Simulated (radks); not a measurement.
Polarisability of the neodymium ion Nd6+, [Kr] 4d10 4f2 5s2 5p4, at imaginary frequency. All-electron calculation, non-relativistic Kohn-Sham, LDA (Slater exchange, Perdew-Wang correlation), spin-polarised, spherical densities, point nucleus; open shells are filled with parallel spins first (spin-orbit coupling, left out, can overturn this in heavy ions); relativity is left out, which matters for an element this heavy. Program: a radial shooting solver on a logarithmic mesh with Libxc functionals. Response by self-consistent Sternheimer equations with the Hartree and adiabatic LDA kernel.

| w (hartree) | alpha1(iw) (bohr^3) |
|---|---|
| 0.00266 | 3.938 |
| 0.0143 | 3.937 |
| 0.0360 | 3.934 |
| 0.0697 | 3.925 |
| 0.118 | 3.900 |
| 0.186 | 3.847 |
| 0.280 | 3.740 |
| 0.413 | 3.539 |
| 0.605 | 3.195 |
| 0.892 | 2.665 |
| 1.35 | 1.975 |
| 2.12 | 1.261 |
| 3.59 | 0.6824 |
| 6.94 | 0.2870 |
| 17.5 | 0.07038 |

Static values: alpha1 = 3.938 bohr^3 (0.5835 angstrom^3; uncoupled 6.984). C6 = 16.47, triple-dipole C9 = 45.64 atomic units. One-pole (London) frequency 4 C6 / (3 alpha1^2) = 1.416 hartree, against 3.200 for minus the highest occupied eigenvalue. The dipole shielding factor is 0.900, as the force sum rule N/Z = 0.900 demands.
